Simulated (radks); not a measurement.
Values are calculated unless marked as measured or tabulated.
Valence configurations of S (all share [Ne]). Level of theory: Dirac Kohn-Sham, PBE, spin-unpolarised, spherical densities, finite nucleus; open shells are shared between the two j in proportion to 2j + 1; Fermi nuclear charge, rms radius 3.2611 fm (a radial shooting solver on a logarithmic mesh with Libxc functionals). Energies are relative to 3s2 3p4; eigenvalues in eV.

valence,E (eV),e(3p1/2),e(3p3/2),e(3s1/2)
3s2 3p4,0.000,-7.064,-6.980,-17.255
3s1.5 3p4.5,5.140,-7.346,-7.261,-17.600
3s1 3p5,10.310,-7.618,-7.531,-17.932
3s0.5 3p5.5,15.511,-7.881,-7.792,-18.251
3p6,20.739,-8.136,-8.046,-

NIST lists [Ne] 3s2 3p4 as the ground configuration; this level of theory agrees among the configurations tried. The energies are those of spherical spin-averaged densities, not of single terms.
